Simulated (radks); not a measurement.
Initial-state core-level shifts of the krypton ion Kr+ when its valence configuration changes from [Ar] 3d10 4s2 4p5. Calculated with a radial shooting solver on a logarithmic mesh with Libxc functionals: scalar-relativistic Kohn-Sham, PBE, spin-polarised, spherical densities, finite nucleus; open shells are filled with parallel spins first; Fermi nuclear charge, rms radius 4.1884 fm. Shifts are changes of the shell-averaged eigenvalues in eV (positive: less bound); the change of the density at the nucleus, which sets a Mossbauer isomer shift, is in e/bohr^3, on a base of 5.014e+04.

valence,1s,2s,2p,3p,density at nucleus
3d9 4s2 4p6,-16.807,-18.616,-18.500,-13.634,+21.088
3d10 4s1 4p6,-1.590,-1.565,-1.554,-1.568,-44.439
3d10 4s1.5 4p5.5,-0.798,-0.786,-0.780,-0.787,-22.132
3d9.5 4s2 4p5.5,-8.313,-9.201,-9.143,-6.794,+10.385
